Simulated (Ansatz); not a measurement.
Reactions of BrClH2O2Zr, SMILES `[OH][Zr]([OH])([Cl])[Br]`.

Isolated molecules relaxed with PBE0-D4/def2-TZVP in Ansatz; ΔE leaves out vibrations. CCSD(T)/CBS adds triple-zeta CCSD(T) − MP2 to the extrapolated MP2 energy (def2 sets, frozen cores). This one scheme is used for every species. DFT in def2-TZVPP. B3LYP here is the variant with VWN-RPA as its local correlation; programs differ in this. Elements past krypton have def2 core potentials. For Br, Zr outer-core shells are correlated without core-valence functions, which leaves a few kJ/mol of doubt a bond. Scalar relativity is left out up to krypton. Each species was taken in one conformer, which may not be the lowest.

```json
{"reaction": "`[OH][Zr]([OH])([Cl])[Br]` + HCl → `[OH][Zr]([OH])([Cl])[Cl]` + HBr", "B2PLYP (eV)": "0.01", "MP2/CBS(def2) (eV)": "0.06", "CCSD/CBS(def2) (eV)": "0.04", "B3LYP-D4 (eV)": "0.00", "CCSD(T)/CBS(def2) (eV)": "0.04"}
{"reaction": "`[OH][Zr]([OH])([Cl])[Br]` + H₂S → `[OH][Zr]([OH])([SH])[Cl]` + HBr", "B2PLYP (eV)": "0.74", "MP2/CBS(def2) (eV)": "0.75", "CCSD/CBS(def2) (eV)": "0.77", "B3LYP-D4 (eV)": "0.72", "CCSD(T)/CBS(def2) (eV)": "0.74"}
{"reaction": "`[OH][Zr]([OH])([Cl])[Br]` + `C[Si](C)(F)S` → `[OH][Zr]([OH])([SH])[Cl]` + `C[Si](C)(F)Br`", "B2PLYP (eV)": "0.27", "MP2/CBS(def2) (eV)": "0.25", "CCSD/CBS(def2) (eV)": "0.27", "B3LYP-D4 (eV)": "0.26", "CCSD(T)/CBS(def2) (eV)": "0.26"}
{"reaction": "`[OH][Zr]([OH])([Cl])[Br]` + H₂O → `[OH][Zr]([OH])([OH])[Cl]` + HBr", "B2PLYP (eV)": "0.38", "MP2/CBS(def2) (eV)": "0.49", "CCSD/CBS(def2) (eV)": "0.42", "B3LYP-D4 (eV)": "0.37", "CCSD(T)/CBS(def2) (eV)": "0.44"}
{"reaction": "`[OH][Zr]([OH])([Cl])[Br]` + `C#C` → `C#[C][Zr]([OH])([OH])[Cl]` + HBr", "B2PLYP (eV)": "1.41", "MP2/CBS(def2) (eV)": "1.48", "CCSD/CBS(def2) (eV)": "1.44", "B3LYP-D4 (eV)": "1.40", "CCSD(T)/CBS(def2) (eV)": "1.42"}
{"reaction": "`[OH][Zr]([OH])([Cl])[Br]` + `c1ccccc1` → `[OH][Zr]([OH])([Cl])[c]1ccccc1` + HBr", "B2PLYP (eV)": "2.16", "MP2/CBS(def2) (eV)": "2.12", "CCSD/CBS(def2) (eV)": "2.14", "B3LYP-D4 (eV)": "2.09", "CCSD(T)/CBS(def2) (eV)": "2.10"}
{"reaction": "`[OH][Zr]([OH])([Cl])[Br]` + H₂O → `[OH][Zr]([OH])([OH])[Br]` + HCl", "B2PLYP (eV)": "0.36", "MP2/CBS(def2) (eV)": "0.44", "CCSD/CBS(def2) (eV)": "0.38", "B3LYP-D4 (eV)": "0.36", "CCSD(T)/CBS(def2) (eV)": "0.40"}
```

Largest T1 diagnostic: 0.017, for `[OH][Zr]([OH])([SH])[Cl]`.
